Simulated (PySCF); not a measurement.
Species: CH6Cl2GaN.
Numbering: `[CH3:1][Ga-:2]([NH3+:3])([Cl:4])[Cl:5]` (hydrogens: H6, H7, H8 on C1; H9, H10, H11 on N3)

Method: PBE0-D3(BJ)/def2-SVP geometry optimisation, gas phase in PySCF 2.14.0; density fitting, grid level 1; the optimiser is geomeTRIC in internal coordinates, started from a GFN2-xTB structure with every atom displaced at random (about 0.01 Å).

The end geometry, which sets the zero of energy:
```
atom  x, y, z in Å
C1      1.6099   -0.5843    0.4271
Ga2     0.2162    0.7499    0.1120
N3     -1.5350   -0.2585   -0.4836
Cl4     0.3446    2.0597   -1.6368
Cl5    -0.7241    1.7312    1.8256
H6      1.3040   -1.2945    1.2099
H7      2.5288   -0.0828    0.7643
H8      1.8433   -1.1407   -0.4930
H9     -2.2486    0.4604   -0.6148
H10    -1.8754   -0.9039    0.2303
H11    -1.4372   -0.7654   -1.3638
```

**Question.** These geometries come from the run, each turned onto the end geometry. Order them by energy, lowest first.
A.
```
atom  x, y, z in Å
C1      1.6256   -0.6003    0.4331
Ga2     0.2469    0.9099    0.1508
N3     -1.5848   -0.3083   -0.5088
Cl4     0.3880    2.1216   -1.5811
Cl5    -0.6698    1.8120    1.8154
H6      1.2567   -1.2661    1.1905
H7      2.5771   -0.1757    0.7560
H8      1.7891   -1.1138   -0.5070
H9     -2.3134    0.3725   -0.6463
H10    -1.8785   -0.9584    0.2282
H11    -1.4105   -0.8223   -1.3537
```
B.
```
atom  x, y, z in Å
C1      1.6193   -0.5825    0.4311
Ga2     0.2252    0.7426    0.1120
N3     -1.5335   -0.2462   -0.4798
Cl4     0.3244    2.0458   -1.6655
Cl5    -0.7512    1.7168    1.8441
H6      1.2961   -1.2915    1.2141
H7      2.5526   -0.1014    0.7652
H8      1.8337   -1.1330   -0.4989
H9     -2.2560    0.4667   -0.6198
H10    -1.8724   -0.8906    0.2333
H11    -1.4119   -0.7555   -1.3586
```
C.
```
atom  x, y, z in Å
C1      1.6162   -0.5833    0.4295
Ga2     0.2196    0.7470    0.1126
N3     -1.5353   -0.2517   -0.4818
Cl4     0.3333    2.0519   -1.6513
Cl5    -0.7376    1.7250    1.8364
H6      1.3021   -1.2927    1.2103
H7      2.5414   -0.0933    0.7647
H8      1.8390   -1.1377   -0.4946
H9     -2.2518    0.4629   -0.6198
H10    -1.8761   -0.8978    0.2314
H11    -1.4243   -0.7592   -1.3602
```

**Answer.** C (0.002 eV), B (0.011 eV), A (0.287 eV).

In the order of the answer:

```json
{"step": "2", "E above end (eV)": "0.002", "largest force (eV/Å)": "0.19", "rms force component (eV/Å)": "0.052", "rms distance from end (Å)": "0.012", "rms bond change (Å)": "0.005", "bond most changed (Å)": "Ga2–Cl5 +0.014"}
{"step": "1", "E above end (eV)": "0.011", "largest force (eV/Å)": "0.46", "rms force component (eV/Å)": "0.122", "rms distance from end (Å)": "0.022", "rms bond change (Å)": "0.011", "bond most changed (Å)": "Ga2–Cl5 +0.027"}
{"step": "0", "E above end (eV)": "0.287", "largest force (eV/Å)": "2.72", "rms force component (eV/Å)": "0.757", "rms distance from end (Å)": "0.091", "rms bond change (Å)": "0.078", "bond most changed (Å)": "Ga2–N3 +0.190"}
```

The cost below is that of the whole optimisation. Time: 55 s wall; peak memory 0.53 GiB. Hardware: an Arm Neoverse N1 with one thread, shared host with 64 logical CPUs at a one-minute load of 30.
